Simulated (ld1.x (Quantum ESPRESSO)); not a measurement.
# Pt (Z = 78): TM semilocal pseudisation with BP86, scalar-relativistic reference atom.

```json
{
  "Element": "platinum (Pt)",
  "Generator": "ld1.x (Quantum ESPRESSO) 7.5",
  "Type": "norm-conserving Troullier–Martins (semilocal form)",
  "Functional": "BP86",
  "Relativity": "scalar-relativistic",
  "Frozen core": "[Kr] 4d10 4f14",
  "Valence charge": "18",
  "Reference configuration": "5s2 5p6 5d7 6s0 6p0 (charge +3)",
  "Partial waves": "5s (bound): rc 0.40 bohr; 5d (bound): rc 2.25 bohr; 5p (bound): rc 1.65 bohr",
  "Local potential": "the p channel",
  "Core correction": "a·sin(br)/r model core, default radius (core density twice the valence density)"
}
```

All-electron outer shells of the reference configuration (BP86, scalar-relativistic, ld1.x):

| shell | level (eV) | outermost node (bohr) | outermost maximum (bohr) |
| --- | --- | --- | --- |
| 5s | -137.19 | 0.49 | 0.87 |
| 4f | -105.75 | – | 0.38 |
| 5p | -90.96 | 0.53 | 0.98 |
| 5d | -38.88 | 0.57 | 1.23 |
| 6s | -32.41 | 1.12 | 2.10 |
| 6p | -22.98 | 1.31 | 2.54 |

Does the generator finish with these settings?

No. ld1.x (Quantum ESPRESSO) 7.5 stopped with "run_pseudo: Errors in PS-KS equation": the pseudo-atom solver did not find the valence states with the expected number of nodes, which is the usual sign of a ghost state. The 5s radius of 0.40 bohr lies inside the outermost node of the all-electron wave at 0.49 bohr. Before that it printed "Warning: n=1, l=0 expected 0 nodes, found 1".
